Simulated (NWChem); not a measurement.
Molecule: MgH2S2; SMILES [SH][Mg][SH]

```xyz
5

Mg    -0.0654    -0.2172     0.3536
S      0.0511    -2.5214     0.3951
H      0.9686    -2.5683    -0.5987
S     -0.1644     2.0883     0.3691
H     -1.1424     2.1292    -0.5652
```
Atoms are numbered in this order, from 1.

Level: PBE0/def2-SVP (NWChem), optimised geometry, unscaled harmonic frequencies. 

### Question
List the harmonic frequencies with IR intensities, and the thermochemistry.

### Answer
```json
[
 {"frequency (cm⁻¹)": "105", "IR intensity (km/mol)": "43.5"},
 {"frequency (cm⁻¹)": "106", "IR intensity (km/mol)": "35.6"},
 {"frequency (cm⁻¹)": "111", "IR intensity (km/mol)": "5.5"},
 {"frequency (cm⁻¹)": "293", "IR intensity (km/mol)": "0.1"},
 {"frequency (cm⁻¹)": "539", "IR intensity (km/mol)": "2.6"},
 {"frequency (cm⁻¹)": "548", "IR intensity (km/mol)": "1.0"},
 {"frequency (cm⁻¹)": "566", "IR intensity (km/mol)": "94.1"},
 {"frequency (cm⁻¹)": "2702", "IR intensity (km/mol)": "1.5"},
 {"frequency (cm⁻¹)": "2703", "IR intensity (km/mol)": "1.3"}
]
```

The zero-point energy comes out as 11.0 kcal/mol and the thermal correction to the enthalpy at 298.15 K (with zero-point energy) is 15.3 kcal/mol. The heat capacity Cv is 16.9 cal/(mol K). The entropy at 298.15 K and 1 atm (symmetry number 2) is 75.5 cal/(mol K) and the dipole moment is 1.16 D.

Rigid rotor and harmonic oscillator.
